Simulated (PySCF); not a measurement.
Computed Raman spectrum (relative Raman activity) of a molecule C₃H₇FSi. Coordinates come from a ωB97X-D3(BJ)/def2-SVP optimisation. The values are those of a single conformer. These are ωB97X-D3(BJ)/def2-SVP (PySCF) values and carry that method's errors. Frequencies are harmonic and unscaled.

Lines under 2 % of the strongest are left out, and lines within 2 cm⁻¹ are merged.

```json
[
 {"ν (cm⁻¹)": "512", "relative intensity": "3.3"},
 {"ν (cm⁻¹)": "523", "relative intensity": "2.7"},
 {"ν (cm⁻¹)": "674", "relative intensity": "10"},
 {"ν (cm⁻¹)": "726", "relative intensity": "4.1"},
 {"ν (cm⁻¹)": "760", "relative intensity": "2.7"},
 {"ν (cm⁻¹)": "812", "relative intensity": "3.5"},
 {"ν (cm⁻¹)": "888", "relative intensity": "2.7"},
 {"ν (cm⁻¹)": "913", "relative intensity": "11"},
 {"ν (cm⁻¹)": "975", "relative intensity": "5.4"},
 {"ν (cm⁻¹)": "977", "relative intensity": "2.2"},
 {"ν (cm⁻¹)": "1070", "relative intensity": "3.9"},
 {"ν (cm⁻¹)": "1183", "relative intensity": "3.0"},
 {"ν (cm⁻¹)": "1393", "relative intensity": "7.2"},
 {"ν (cm⁻¹)": "1418", "relative intensity": "4.1"},
 {"ν (cm⁻¹)": "1458", "relative intensity": "4.0"},
 {"ν (cm⁻¹)": "2263", "relative intensity": "86"},
 {"ν (cm⁻¹)": "2268", "relative intensity": "67"},
 {"ν (cm⁻¹)": "3080", "relative intensity": "65"},
 {"ν (cm⁻¹)": "3100", "relative intensity": "5.7"},
 {"ν (cm⁻¹)": "3104", "relative intensity": "89"},
 {"ν (cm⁻¹)": "3189", "relative intensity": "100"}
]
```

### Question
Identify the compound among the candidates.
(A) C=C(C)[SiH2]F
(B) FC1C[SiH2]C1
(C) C=C[Si@@H](C)F
(D) C=C(F)C[SiH3]

### Answer
B, FC1C[SiH2]C1
